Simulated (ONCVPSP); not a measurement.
Plane-wave convergence, ONCV potential for Ga

gallium, optimised norm-conserving Vanderbilt (ONCV), made with ONCVPSP 4.0.1 (PBE, scalar-relativistic). Core [Ar] 3d10, reference 4s2 4p0.75 (charge +0.25). Waves: 4s: rc 1.70 bohr, ncon 4, nbas 9, qcut 3.9 1/bohr, 2 projectors, debl 1.6 Ha; 4p: rc 1.85 bohr, ncon 4, nbas 8, qcut 5.3 1/bohr, 3 projectors, debl 1.1 Ha; d scattering state at 0.1 Ha: rc 1.75 bohr, ncon 3, nbas 6, qcut 5.9 1/bohr, 1 projector. Local part: polynomial inside 1.05 bohr (lpopt 5, dvloc0 0 Ha). Core correction: Teter function, fcfact 5.75, rcfact 1.1.

Problem. For each optimised wave give the share of its norm inside rc, the residual kinetic energy above qcut (Ha) and the cutoffs (Ha) for errors of 10, 1, 0.1 and 0.01 mHa per electron.

Solution.

```
         wave  norm inside rc  residual KE  10 mHa  1 mHa  0.1 mHa  0.01 mHa
           4s           0.261      7.1e-04     4.8    7.3     24.6      72.5
s projector 2           0.198      3.0e-03     6.5   14.7     96.7     111.9
           4p           0.136      3.2e-06     1.5    5.8      8.8      11.3
p projector 2           0.203      1.1e-03     4.4   14.4     70.2      82.0
p projector 3           0.125      1.2e-03     6.4   25.8     96.5     110.6
d projector 1           0.015      1.4e-03    12.7   19.1     48.3      64.1
```

The occupied waves need 7.3 Ha and 25 Ha for 1 and 0.1 mHa. The cutoffs count occupied waves only; projector 3 of the p channel, the hardest unoccupied one, needs 26 Ha at the loose tolerance. Note: ghosts flagged at negative energy: p at -79.7 eV, s at -0.79 eV; GHOST(+) flagged for d at 319.6 eV. A true bound ghost makes a file unfit for plane-wave use.
